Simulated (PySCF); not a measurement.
# Predicted spectroscopic data

All values are calculated (PySCF 2.14.0 with density-fitted response routines): NMR shieldings at PBE0/pcSseg-1/GIAO, geometry from GFN2-xTB, B3LYP/pcJ-1 coupling constants (spin–dipole term left out of most H,H and C,H couplings). Isolated molecule, no relativistic terms, averaged over atoms made equivalent by symmetry, fast rotation or ring inversion, single conformer.

Chemical shifts δ = σref − σ; ¹H (σref 31.72), ¹³C (σref 186.93) vs TMS, all at this level. Multiplet labels drop J under 1 Hz and among equivalent protons, and merge close values. Unscaled 3J(H,H) run several per cent high. Splittings of carbon signals by F and P are missing where no couplings were computed. Where no couplings were computed, multiplicities follow the n + 1 count of equivalent neighbours, and m marks all less simple cases (inequivalent or close neighbours, rings, F or P nearby). Shifts are as computed. Against solution values, carbons near 30 ppm lie about +3 ppm off and those near 130 ppm about +5 ppm. Of 1211 compounds with measured shifts, 218 miss one by over three times the rms of a fit or turn the order of signals round; such compounds aren't used in these exercises.

**1.** `FC(F)O[C@@H]1O[C@@H]1O[SiH3]`, C3H6F2O3Si. ¹H NMR (600 MHz, computed): δ 6.71 (m, 1H), 4.95 (s, 3H), 4.56 (m, 1H), 4.41 (m, 1H). ¹³C{¹H} NMR (computed): δ 124.2 (CH), 76.0 (CH), 75.2 (CH).

**2.** `C/C=C/C=O`, C4H6O. ¹H NMR (600 MHz, computed): δ 9.73 (d, J = 8.0 Hz, 1H), 6.82 (dq, J = 16.0, 7.7 Hz, 1H), 6.32 (ddq, J = 16.0, 8.0, 2.1 Hz, 1H), 2.20 (dd, J = 7.7, 2.1 Hz, 3H). ¹³C{¹H} NMR (computed): δ 196.0 (CH), 161.8 (CH), 142.1 (CH), 23.2 (CH3).
